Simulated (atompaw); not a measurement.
# Reading a pseudo-wave (Cr (Z = 24))

Columns: radius, all-electron u(r) and pseudo u(r) of the 4s shell (level -4.01 eV) of chromium in the configuration [Ne] 3s2 3p6 3d5 4s1 4p0; PBE, scalar-relativistic, PAW (atompaw) scheme, atompaw 4.2.0.5.

```csv
r (bohr),all-electron,pseudo
0.062,-0.0461,-0.1049
0.123,0.0842,-0.2038
0.185,0.1459,-0.2957
0.246,0.1263,-0.3741
0.308,0.0584,-0.4386
0.369,-0.0247,-0.4851
0.431,-0.1051,-0.5140
0.492,-0.1692,-0.5241
0.554,-0.2148,-0.5166
0.615,-0.2397,-0.4932
0.677,-0.2465,-0.4554
0.738,-0.2376,-0.4070
0.800,-0.2157,-0.3495
0.862,-0.1841,-0.2863
0.923,-0.1460,-0.2216
0.985,-0.1026,-0.1554
1.046,-0.0570,-0.0919
1.108,-0.0093,-0.0304
1.169,0.0379,0.0264
1.231,0.0852,0.0799
1.292,0.1304,0.1285
1.354,0.1745,0.1741
1.415,0.2158,0.2158
1.477,0.2554,0.2554
1.538,0.2918,0.2918
1.600,0.3263,0.3263
```

**Question.** How many radial nodes do the two functions have?

**Answer.** The all-electron 4s function has n − l − 1 = 3; the pseudo-wave has 1, since 1 lower shell of the same l stays in the valence.

**Question.** Is the pseudo-wave norm-conserving?

**Answer.** No, it belongs to a PAW set: the norm inside the radius is not constrained, and the difference is carried by the augmentation charge.
